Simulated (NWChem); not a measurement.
System: CH3BeClO; SMILES [O]([Be][Cl])C

The following NWChem deck was run.

```
start job
memory heap 200 mb stack 900 mb global 1100 mb
geometry units angstroms
  Be     0.005535    -0.185261     0.002951
  Cl     0.003838    -2.008351     0.005853
  O      0.007882     1.195399     0.001120
  C     -0.013526     2.584015    -0.003482
  H      0.708610     2.983284     0.720232
  H      0.244526     2.970852    -0.997710
  H     -1.011185     2.955731     0.263366
end
basis spherical
  Be library def2-svp
  Cl library def2-svp
  O library def2-svp
  C library def2-svp
  H library def2-svp
end
dft
  xc xcamb88 1.00 lyp 0.81 vwn_5 0.19 hfexch 1.00
  cam 0.33 cam_alpha 0.19 cam_beta 0.46
  iterations 150
end
driver
  maxiter 120
end
task dft optimize
task dft freq
```

The level has its own optimisation; frequencies are unscaled.

Task: Give the results of this calculation. (CAM-B3LYP/def2-SVP.) Quantities: r Be–Cl (Å); r Be–O (Å); r C–O (Å); r C–H (Å); highest harmonic frequency (cm⁻¹); lowest (cm⁻¹); zero-point energy (kcal/mol).

Result: 
```
Property                           Result
---------------------------------  ------
r Be–Cl (Å)                         1.809
r Be–O (Å)                          1.380
r C–O (Å)                           1.380
r C–H (Å)                           1.103
highest harmonic frequency (cm⁻¹)    3106
lowest (cm⁻¹)                          78
zero-point energy (kcal/mol)         28.7
```
